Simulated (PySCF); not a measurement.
# Structure from NMR data

Molecular formula: C2H13NSi3. Simulated spectra:

¹H NMR (600 MHz, computed): δ 5.14 (sept, 1H), 4.74 (s, 6H), 0.30 (d, 6H).

¹³C{¹H} NMR (computed): δ -0.7 (CH3, 2C).

Computational details: NMR shieldings at PBE0/pcSseg-1/GIAO, GFN2-xTB geometry, in PySCF 2.14.0 with density-fitted response routines (one averaged value for each set of equivalent atoms, single conformer, isolated molecule, non-relativistic).

Referencing at the same level of theory: ¹H (σ = 31.72 ppm), ¹³C (σ = 186.93 ppm) vs TMS.

Which of these isomers gave the spectra?
A. C[SiH](C)N([SiH3])[SiH3]
B. CC[SiH2]N([SiH3])[SiH3]
C. CN(C)[SiH2][SiH2][SiH3]

## Answers

A. 

Rings plus π bonds: 0. 1 carbon signal for 2 carbons: some carbons are equivalent by symmetry or fast rotation. Carbon types of the structure: 2 × CH3, leaving 7 H on heteroatoms. δC -0.7: methyl carbon bonded to Si; an electropositive neighbour leaves it electron-rich and shielded. δH 5.14: hydrogen on a silicon bonded to 2 C, N. δH 4.74: hydrogen on a silicon bonded to N. δH 0.30: hydrogen on a methyl carbon bonded to Si; an electropositive neighbour shields it, as in TMS itself.

The others: CN(C)[SiH2][SiH2][SiH3] would give 4 signals for carbon-bound and other non-exchanging H, not 3; CC[SiH2]N([SiH3])[SiH3] would give 2 carbon signals, not 1.

Shifts are as computed. Against solution values, carbons near 30 ppm lie about +3 ppm off and those near 130 ppm about +5 ppm. Of 1211 compounds with measured shifts, 218 miss one by over three times the rms of a fit or turn the order of signals round; such compounds aren't used in these exercises. No couplings were computed; multiplicities are counted from neighbouring protons, with m where these are inequivalent, close in shift, in a saturated or five-membered ring or joined by F or P, and br s for small geminal =CH2 splittings.
